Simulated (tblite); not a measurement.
Species: C₆H₁₃P.
Structure used (GFN2-xTB), in Å, numbered top down from 1:
```
atom  x, y, z in Å
C1    -2.5420   -0.0943    0.3128
C2    -1.0988    0.3521    0.0914
C3    -0.4028   -0.5178   -0.9532
C4     1.0134   -0.0482   -1.2729
C5     1.9374   -0.1638   -0.0650
C6     1.4953    0.7375    1.0812
P7    -0.2042    0.3686    1.7337
H8    -2.5722   -1.1215    0.6734
H9    -3.0259    0.5401    1.0530
H10   -3.1082   -0.0380   -0.6157
H11   -1.1040    1.3938   -0.2580
H12   -0.3683   -1.5518   -0.5979
H13   -0.9995   -0.5063   -1.8703
H14    1.4140   -0.6511   -2.0914
H15    0.9841    0.9914   -1.6087
H16    1.9578   -1.2029    0.2751
H17    2.9550    0.1085   -0.3591
H18    1.4957    1.7853    0.7633
H19    2.1893    0.6531    1.9227
H20   -0.0214   -1.0239    1.7824
```

Computed with GFN2-xTB (tblite): harmonic, unscaled wavenumbers at the GFN2-xTB geometry, gas phase. Against measured fundamentals such values can be off by several per cent, at times by over 20. Modes of hydrogen on phosphorus can be 10 to 20 % off. One conformer, not necessarily the lowest.

Harmonic wavenumbers (cm⁻¹): 112.3, 190.3, 211.0, 264.7, 309.5, 323.5, 370.9, 407.0, 516.4, 639.4, 689.6, 753.8, 819.4, 857.0, 867.9, 917.4, 924.7, 945.3, 995.5, 1043.3, 1062.0, 1079.4, 1099.8, 1134.6, 1151.1, 1181.7, 1222.1, 1233.9, 1267.4, 1282.2, 1290.6, 1341.2, 1352.5, 1356.0, 1411.8, 1446.1, 1482.6, 1486.2, 1495.2, 1496.2, 1497.9, 2220.6, 2886.6, 2932.7, 2939.9, 2946.7, 2952.0, 2955.6, 2961.8, 2970.6, 2978.1, 3010.4, 3016.1, 3026.6.

A = 2991, B = 2012, C = 1319 MHz; mass 116.075 u (most abundant isotopes); point group C1, symmetry number 1.

**Question.** Zero-point energy?

**Answer.** Half the sum of the wavenumbers: 38664 cm⁻¹ = 462.52 kJ/mol.

**Question.** Give the ideal-gas entropy at 298.15 K and 1 bar in the rigid-rotor, harmonic-oscillator model (classical rotation).

**Answer.** Translation 168.15, rotation 117.55, vibration 71.55: S = 357.2 J/(mol K).

**Question.** And Cp and H(298.15 K) − H(0)?

**Answer.** Cp = 136.20 J/(mol K), of which vibrations give 102.94 (their classical limit is 54 R = 449.0); H(298.15 K) − H(0) = 23.00 kJ/mol without the zero-point energy, 13.09 from vibrations.

**Question.** What must be added to the electronic energy to get the Gibbs energy at 298.15 K and 1 bar?

**Answer.** ZPE + [H(298.15 K) − H(0)] − T·S = 462.52 + 23.00 − 106.51 = 379.01 kJ/mol.

**Question.** Blend soft modes into free rotors: weight 1/[1 + (100 cm⁻¹/ν̃)⁴] for the oscillator and the rest for a rotor with moment μB/(μ + B), μ = h/(8π²ν), B = 10⁻⁴⁴ kg m². What vibrational entropy results?

**Answer.** 70.85 J/(mol K) in place of 71.55, which changes −T·S at 298.15 K by +0.21 kJ/mol.

Hindered rotation and anharmonicity are outside this model. Other conformers, if any are populated, would add a mixing term that is left out. The structure is chiral; the term R ln 2 for an equal mix with its mirror image is left out.
